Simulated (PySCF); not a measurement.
Computed with ωB97X-D3(BJ)/def2-TZVP // PBE0-D3(BJ)/def2-SVP run with PySCF. Gas-phase values, no solvent. One relaxed conformer stands for a flexible species; it need not be the lowest. Excitations are Tamm–Dancoff values on a coarser integration grid. The basis has no diffuse functions, so Rydberg states are missing or too high.

Reference species (SMILES): `Bc1ccc(S)o1` (neutral, multiplicity 1).

* **HOMO–LUMO gap**: 8.74 eV
* **S1 excitation (TDA)**: 4.76 eV
* **T1 excitation (TDA)**: 2.97 eV
* **S1 oscillator strength**: 0.616

Changed species: `c1oc(S)cc1B`.

Question: What does the change do to the HOMO–LUMO gap, S1 excitation (TDA), T1 excitation (TDA) and S1 oscillator strength?

Answer: the HOMO–LUMO gap goes up by 0.75 eV, to 9.49 eV; the S1 excitation (TDA) rises by 0.59 eV, to 5.35 eV; the T1 excitation (TDA) rises by 0.68 eV, to 3.65 eV; the S1 oscillator strength falls by 0.525, to 0.091.
